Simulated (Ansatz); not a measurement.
`BCBCl`. The species carries charge 0 and has multiplicity 1.

Z-matrix (Å, degrees):
```
C
B 1 1.549
B 1 1.554 2 108.2
H 1 1.089 2 114.0 3 128.9
H 1 1.104 2 103.3 3 -109.9
Cl 2 1.749 1 121.1 3 -111.6
H 2 1.193 1 122.5 3 66.9
H 3 1.197 1 119.8 2 -60.2
H 3 1.196 1 121.2 2 118.9
```

Question: Give the diagnostics of a CCSD(T)/def2-TZVPP run (frozen core, the Gaussian-basis code of Ansatz). (An estimate is asked.)

Answer: Ansatz gave: T1 = 0.0119, largest single amplitude 0.020, largest double 0.018, (T) share of the correlation energy 3.8 %, 9 CCSD cycles. The RHF solution is stable towards an unrestricted one. T1 lies under the customary mark of 0.02 for closed shells.
